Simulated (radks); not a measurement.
Values are calculated unless marked as measured or tabulated.
Question: All-electron atom: Zn+ in [Ar] 3d8 4s2 4p1 (not the ground configuration). Level of theory: Dirac Kohn-Sham, PBE, spin-unpolarised, spherical densities, point nucleus; open shells fill j = l - 1/2 first (a radial shooting solver on a logarithmic mesh with Libxc functionals). Some entries of the table are withheld. Estimate them.

orbital,occ.,eigenvalue (hartree),r(max) (bohr)
1s1/2,2,-350.9962,0.03291
2s1/2,2,(1),0.1894
2p1/2,2,-38.55319,(2)
2p3/2,4,-37.67657,(3)
3s1/2,2,-5.74519,0.5856
3p1/2,2,-4.12559,0.5831
3p3/2,4,-4.00882,0.5910
3d3/2,4,(4),(5)
3d5/2,4,(6),(7)
4s1/2,2,-0.68874,(8)
4p1/2,1,-0.40705,2.172
4p3/2,0,-0.39966,2.201

Answer: 
(1) 2s1/2 eigenvalue (hartree): -43.63938
(2) 2p1/2 r(max) (bohr): 0.1502
(3) 2p3/2 r(max) (bohr): 0.1530
(4) 3d3/2 eigenvalue (hartree): -1.30955
(5) 3d3/2 r(max) (bohr): 0.5499
(6) 3d5/2 eigenvalue (hartree): -1.29420
(7) 3d5/2 r(max) (bohr): 0.5525
(8) 4s1/2 r(max) (bohr): 1.819
